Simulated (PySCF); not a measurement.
Ionisation energy of Ta by level of theory

Ta [Xe] 4f14 5d3 6s2 (4F) → Ta⁺ [Xe] 4f14 5d3 6s1 (5F), as a difference of total energies. Computed with PySCF 2.14 in ANO-RCC-VTZP (8s7p5d3f2g1h, 104 functions), with scalar relativity by spin-free X2C-1e. The calculations carry no spin-orbit coupling.

```json
{"method": "UHF", "ionisation energy (eV)": "5.758"}
{"method": "r2SCAN0", "ionisation energy (eV)": "7.000"}
{"method": "PBEsol", "ionisation energy (eV)": "7.355"}
{"method": "LC-wPBE", "ionisation energy (eV)": "6.926"}
```

Question: Which method comes closest to the reference value, and which is furthest?

Answer: The reference is 7.573 eV (measured; NIST levels, between the centres of gravity of the two terms). Closest: PBEsol (error -0.218 eV); furthest: UHF (error -1.815 eV).
